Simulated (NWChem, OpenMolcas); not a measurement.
## How basis sets differ on CH3F2Si (SMILES C[Si](F)F)

CH3F2Si: 7 atoms, total charge 0, spin state doublet. SMILES: `C[Si](F)F`. Geometry: relaxed at PBE0-D4/def2-TZVP.

```xyz
7

C    -0.2742    0.7290   -0.2180
Si    0.7851   -0.7904   -0.0455
F     1.0774   -1.0376    1.5058
F    -0.0509   -2.0568   -0.5460
H    -0.5392    0.8938   -1.2635
H     0.2527    1.6077    0.1573
H    -1.1898    0.5863    0.3642
```

Each level gives the dipole moment (D). The values are calculated.

```csv
level,kind,program,value (D),CPU time
ROHF/ANO-RCC-MB (DKH2),Hartree–Fock,OpenMolcas,2.75,3.9 s
ROHF/ANO-XS-MB (DKH2),Hartree–Fock,OpenMolcas,3.01,6.6 s
UHF/STO-3G,Hartree–Fock,OpenMolcas,1.68,2.1 s
UHF/3-21G,Hartree–Fock,NWChem,2.75,2 s
UHF/6-311+G**,Hartree–Fock,OpenMolcas,2.60,21 s
```

The values span 1.68 to 3.01 D. Magnitudes only. Sets without polarisation functions give poor dipoles. CPU times are rough (shared hosts, several kinds of processor and program).
